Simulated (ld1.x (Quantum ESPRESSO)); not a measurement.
Varying the TM potential for tellurium (Te)

Base potential:

| Item | Value |
| --- | --- |
| Element | Te (Z = 52) |
| Generator | ld1.x (Quantum ESPRESSO) 7.5 |
| Type | norm-conserving Troullier–Martins (Kleinman–Bylander form) |
| Functional | PBE |
| Relativity | scalar-relativistic |
| Frozen core | [Kr] |
| Valence charge | 16 |
| Reference configuration | 4d10 5s1 5p5 |
| Partial waves | 5p (bound): rc 2.10 bohr; 4d (bound): rc 1.25 bohr; 5s (bound): rc 1.95 bohr |
| Local potential | the s channel |
| Core correction | none |

All-electron outer shells of the reference configuration (PBE, scalar-relativistic, ld1.x):

```tsv
shell	level (eV)	outermost node (bohr)	outermost maximum (bohr)
4s	-165.80	0.38	0.70
4p	-115.81	0.38	0.74
4d	-43.00	0.36	0.81
5s	-15.86	0.91	1.77
5p	-6.50	1.00	2.14
```

Cutoffs, loose and tight: the cutoffs (Ry, on a coarse ladder) from which the occupation-weighted sum of valence levels, in a spherical-Bessel basis at the reference potential, stays within 10 and 1 mRy of its value at 400 Ry. They do not see the model core or the augmentation charge, which bear on the density cutoff. Test errors are all-electron minus pseudo excitation energies from the reference, over the configurations 4d10 5s2 5p4; 4d10 5s2 5p3; 4d10 5s2 5p2; 4d10 5s1 5p4; 4d9 5s2 5p4; 4d10 5s2 5p0; 4d10 5s2 5p1. A dash means not determined; rows that change the core or the reference have their own tests.

A true bound ghost makes a file unfit for plane-wave use even where its test errors are small: the radial tests pick states by their node count and pass the ghost by.

| change | outcome | cutoff, loose | cutoff, tight | bound ghosts | largest test error (meV) |
| --- | --- | --- | --- | --- | --- |
| base | generated | 110 Ry | 180 Ry | none | -353 |
| all radii scaled by about 0.75 (s 1.46, p 1.58, d 0.94 bohr) | generated | 120 Ry | 200 Ry | p | -196 |
| all radii scaled by about 0.84 (s 1.64, p 1.76, d 1.04 bohr) | generated | 120 Ry | 200 Ry | none | -328 |
| all radii scaled by about 0.91 (s 1.78, p 1.92, d 1.14 bohr) | generated | 110 Ry | 200 Ry | none | -364 |
| all radii scaled by about 1.05 (s 2.04, p 2.20, d 1.32 bohr) | generated | 110 Ry | 180 Ry | none | -323 |
| all radii scaled by about 1.12 (s 2.18, p 2.34, d 1.40 bohr) | generated | 100 Ry | 160 Ry | none | -271 |
| all radii scaled by about 1.17 (s 2.28, p 2.46, d 1.46 bohr) | generated | 100 Ry | 160 Ry | none | -211 |
| all radii scaled by about 1.25 (s 2.42, p 2.62, d 1.56 bohr) | generated | 90 Ry | 160 Ry | none | -118 |
| all radii scaled by about 1.39 (s 2.72, p 2.92, d 1.74 bohr) | generated | 90 Ry | 140 Ry | none | +138 |

Problem. What comes out with this change to the base: all radii scaled by about 1.32 (s 2.58, p 2.78, d 1.64 bohr)?

Solution. outcome: generated; cutoff, loose: 90 Ry; cutoff, tight: 160 Ry; bound ghosts: none; largest test error (meV): +27.

Reading the sweep of the scale of all radii (base = 1) (base included, trends over the rows without a ghost): The loose cutoff falls from 120 Ry at 0.84 to 90 Ry at 1.39. A larger radius leaves more room for a smooth pseudo-wave, so fewer plane waves are needed; a smaller one forces it to follow the all-electron wave where it bends sharply. The median size of the test errors (rows with all tests solved) rises from 2.6 meV at 0.84 to 19.9 meV at 1.39. More of the atom is replaced by a form fitted at one configuration, so other configurations suffer as the radius grows. Bound ghosts are found at 0.75.
